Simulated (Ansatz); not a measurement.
Computed with Ansatz on PBE0-D4/def2-TZVP structures; ΔE is electronic, products minus reactants. CBS: MP2 limit from def2 TZ/QZ plus the TZ coupled-cluster correction, frozen cores. This one scheme is used for every species. One conformer a species, not always the lowest.

Reaction (cleavage of the Si–Si bond): `N[SiH2][Si](N)(Cl)Cl` + `SS` → `N[SiH2]SS` + `N[SiH](Cl)Cl`

```tsv
species	CCSD(T)/CBS(def2) energy (Eh)
`N[SiH2][Si](N)(Cl)Cl`	-1610.90452
`SS`	-796.74576
`N[SiH2]SS`	-1142.39614
`N[SiH](Cl)Cl`	-1265.28357
```

Task: Work out ΔE.

Result: ΔE = (-1142.39614) + (-1265.28357) − (-1610.90452) − (-796.74576) = -0.02943 Eh = -18.5 kcal/mol.

Largest T1 diagnostic among the species: 0.012.

From PBE to PBE0 (25 % exact exchange), in def2-TZVPP and without D4, ΔE moves by −0.9 kcal/mol. The D4 term adds +0.8 kcal/mol with B3LYP and +0.6 kcal/mol with PBE0; it sums over pairs of atoms, weighted by their polarisabilities, and B3LYP, whose exchange is more repulsive, gets the larger term.

B3LYP here is the variant with VWN-RPA as its local correlation; programs differ in this.
